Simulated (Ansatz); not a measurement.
The same molecule with X = B, Al, Ga. Ansatz, PBE0-D4/def2-TZVP geometries, multiplicity 1.

Scalar relativity is left out up to krypton.

```tsv
X	molecule	mean X–Br bond length / Å	mean X–F bond length / Å	mean X–H bond length / Å	HOMO–LUMO gap (ωB97M-V/def2-TZVPP) / eV	zero-point energy (PBE0-D4/def2-TZVP) / kJ/mol	ideal-gas entropy at 298 K and 1 bar (rigid rotor, harmonic PBE0-D4/def2-TZVP) / J/(mol·K)
B	`FBBr`	1.905	1.309	1.190	11.79	41.6	274
Ga	`[F][GaH][Br]`	2.265	1.745	1.543	11.10	25.5	306
```

(1) Give the row for X = Al, `[F][AlH][Br]`. (An estimate is asked.)

## Answers

(1) Ansatz gave: 
```json
{"X": "Al", "molecule": "`[F][AlH][Br]`", "mean X–Br bond length / Å": "2.237", "mean X–F bond length / Å": "1.641", "mean X–H bond length / Å": "1.563", "HOMO–LUMO gap (ωB97M-V/def2-TZVPP) / eV": "11.44", "zero-point energy (PBE0-D4/def2-TZVP) / kJ/mol": "27.4", "ideal-gas entropy at 298 K and 1 bar (rigid rotor, harmonic PBE0-D4/def2-TZVP) / J/(mol·K)": "294"}
```

From B to Ga the mean X–Br bond length rises at each step, by 0.360 Å in all; the mean X–F bond length rises at each step, by 0.436 Å in all; the mean X–H bond length isn't monotonic: highest at Al, lowest at B; the HOMO–LUMO gap (ωB97M-V/def2-TZVPP) falls at each step, by 0.69 eV in all; the zero-point energy (PBE0-D4/def2-TZVP) falls at each step, by 16.1 kJ/mol in all; the ideal-gas entropy at 298 K and 1 bar (rigid rotor, harmonic PBE0-D4/def2-TZVP) rises at each step, by 32 J/(mol·K) in all.

Spin–orbit coupling is left out; it splits and shifts lone-pair levels of the heavy atoms by tenths of an eV.
